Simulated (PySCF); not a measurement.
ethylene glycol (C₂H₆O₂), singlet, at a GFN2-xTB geometry; DF-WB97X/STO-3G (PySCF).

PySCF was given this input:
```python
from pyscf import gto, scf, dft

mol = gto.M(
    atom='''
O     1.388627   -0.506554    0.021946
C     0.631635    0.668434   -0.198355
C    -0.809647    0.235748   -0.470992
O    -1.376300   -0.403433    0.640800
H     2.302154   -0.267360    0.203737
H     0.657454    1.313703    0.689952
H     1.016993    1.228516   -1.060371
H    -1.428327    1.110285   -0.681176
H    -0.816259   -0.430666   -1.345054
H    -0.762555   -1.099674    0.907025
''',
    basis='sto-3g',
    charge=0,
    spin=0,
    verbose=4,
)

mf = dft.RKS(mol)
mf.xc = 'wb97x'
mf = mf.density_fit(auxbasis='def2-universal-jkfit')
mf.kernel()
```

Q: Predict the main parts of the log of this PySCF run.

A: 
```
PySCF version 2.14.0

[INPUT] verbose = 4
[INPUT] num. atoms = 10
[INPUT] num. electrons = 34
[INPUT] charge = 0
[INPUT] spin (= nelec alpha-beta = 2S) = 0
[INPUT] symmetry False subgroup None
[INPUT] Mole.unit = angstrom
[INPUT] Symbol           X                Y                Z      unit          X                Y                Z       unit  Magmom
[INPUT]  1 O      1.388627000000  -0.506554000000   0.021946000000 AA    2.624124719176  -0.957248327303   0.041471929530 Bohr   0.0
[INPUT]  2 C      0.631635000000   0.668434000000  -0.198355000000 AA    1.193617160690   1.263157192348  -0.374836625438 Bohr   0.0
[INPUT]  3 C     -0.809647000000   0.235748000000  -0.470992000000 AA   -1.530011087576   0.445499154414  -0.890045886861 Bohr   0.0
[INPUT]  4 O     -1.376300000000  -0.403433000000   0.640800000000 AA   -2.600830065239  -0.762377879612   1.210936500621 Bohr   0.0
[INPUT]  5 H      2.302154000000  -0.267360000000   0.203737000000 AA    4.350440556572  -0.505237176664   0.385007131441 Bohr   0.0
[INPUT]  6 H      0.657454000000   1.313703000000   0.689952000000 AA    1.242407999500   2.482538879019   1.303820319096 Bohr   0.0
[INPUT]  7 H      1.016993000000   1.228516000000  -1.060371000000 AA    1.921838240600   2.321558779646  -2.003810780431 Bohr   0.0
[INPUT]  8 H     -1.428327000000   1.110285000000  -0.681176000000 AA   -2.699146846322   2.098134570213  -1.287236082627 Bohr   0.0
[INPUT]  9 H     -0.816259000000  -0.430666000000  -1.345054000000 AA   -1.542505956711  -0.813840791162  -2.541783682751 Bohr   0.0
[INPUT] 10 H     -0.762555000000  -1.099674000000   0.907025000000 AA   -1.441020104918  -2.078082686305   1.714028838134 Bohr   0.0

nuclear repulsion = 133.379716335674
number of shells = 18
number of NR pGTOs = 78
number of NR cGTOs = 26
basis = sto-3g
ecp = {}

******** <class 'pyscf.df.df_jk.DFRKS'> ********
method = DFRKS
initial guess = minao
damping factor = 0
level_shift factor = 0
DIIS = <class 'pyscf.scf.diis.CDIIS'>
diis_start_cycle = 1
diis_space = 8
diis_damp = 0
SCF conv_tol = 1e-09
SCF conv_tol_grad = None
SCF max_cycles = 50
direct_scf = False
XC library pyscf.dft.libxc version 7.1.2
    S. Lehtola, C. Steigemann, M. J. T. Oliveira, and M. A. L. Marques,  SoftwareX 7, 1–5 (2018)
XC functionals = wb97x
    J.-D. Chai and M. Head-Gordon,  J. Chem. Phys. 128, 084106 (2008)
radial grids:
    Treutler-Ahlrichs [JCP 102, 346 (1995); DOI:10.1063/1.469408] (M4) radial grids

becke partition: Becke, JCP 88, 2547 (1988); DOI:10.1063/1.454033
pruning grids: <function nwchem_prune>
grids dens level: 3
symmetrized grids: False
atomic radii adjust function: <function treutler_atomic_radii_adjust>
small_rho_cutoff = 0
Set gradient conv threshold to 3.16228e-05
Initial guess from minao.
tot grids = 115248
******** <class 'pyscf.df.df.DF'> ********
auxbasis = def2-universal-jkfit
Create RSH-DF object <pyscf.df.df.DF object> for omega=0.3
******** <class 'pyscf.df.df.DF'> ********
auxbasis = auxmol.basis = def2-universal-jkfit
init E= -227.650704977381
  HOMO = -0.299625516267557  LUMO = 0.2405520581629  gap/eV = 14.69898
cycle= 1 E= -227.020413050129  delta_E= 0.63  |g|= 0.596  |ddm|= 3.72
  HOMO = -0.10712462377769  LUMO = 0.423404745848245  gap/eV = 14.43644
cycle= 2 E= -227.11516942815  delta_E= -0.0948  |g|= 0.332  |ddm|= 1.24
  HOMO = -0.230237815252099  LUMO = 0.413445107347471  gap/eV = 17.51550
cycle= 3 E= -227.146200026846  delta_E= -0.031  |g|= 0.0224  |ddm|= 0.411
  HOMO = -0.239338327511694  LUMO = 0.407270294435493  gap/eV = 17.59512
cycle= 4 E= -227.146421443614  delta_E= -0.000221  |g|= 0.0069  |ddm|= 0.0477
  HOMO = -0.237410782369813  LUMO = 0.410029737026286  gap/eV = 17.61775
cycle= 5 E= -227.146440514225  delta_E= -1.91e-05  |g|= 0.000836  |ddm|= 0.0131
  HOMO = -0.237345489289706  LUMO = 0.409845653571589  gap/eV = 17.61097
cycle= 6 E= -227.146441062282  delta_E= -5.48e-07  |g|= 0.000154  |ddm|= 0.00289
  HOMO = -0.237423530401377  LUMO = 0.409862046442153  gap/eV = 17.61354
cycle= 7 E= -227.146441076894  delta_E= -1.46e-08  |g|= 4.32e-05  |ddm|= 0.000454
  HOMO = -0.237405397376008  LUMO = 0.409860632214422  gap/eV = 17.61301
cycle= 8 E= -227.146441077785  delta_E= -8.92e-10  |g|= 7.13e-06  |ddm|= 9.74e-05
  HOMO = -0.237408750023389  LUMO = 0.409860661038055  gap/eV = 17.61310
Extra cycle  E= -227.146441077813  delta_E= -2.81e-11  |g|= 2.56e-06  |ddm|= 1.71e-05
converged SCF energy = -227.146441077813
```
